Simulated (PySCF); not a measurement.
## Dipole response of Ru⁺ (ruthenium, charge +1)

[Kr] 4d7, high-spin 4F determinant. All numbers are calculated (PySCF 2.14, the spin-free X2C one-electron Hamiltonian (Gaussian nucleus), in x2c-TZVPPall with one added diffuse shell each of s, p, d, f type (9s7p7d3f1g, 95 functions)). Coupled (time-dependent) response in atomic units; α is the mean over directions.

| method | mean α (bohr³) | C₆ (like pair) | S(−4) |
| --- | --- | --- | --- |
| M06 | 15.93 | 100.1 | 127.4 |
| TPSS | 16.08 | 103.2 | 119.7 |

S(−4) is the Cauchy moment in α(ω) = α(0) + S(−4) ω² + …

Spin-orbit coupling is absent.

α(iu) at M06:

```
u (hartree)  α(iu) (bohr³)
          0          15.93
     0.0500          15.63
      0.100          14.83
      0.200          12.70
      0.300          10.73
      0.500          7.908
      0.750          5.743
       1.00          4.393
       1.50          2.841
       2.00          1.990
       3.00          1.119
       5.00         0.4888
```

A single London oscillator, α(iu) = α/(1 + u²/ω²), gives C₆ = (3/4) ω α². Matching the computed C₆ needs ω = 4 × 100.1 / (3 × 15.93²) = 0.526 hartree.

For an ion, C₆ is the dispersion term alone; charge-induced terms of lower order in 1/R come first.
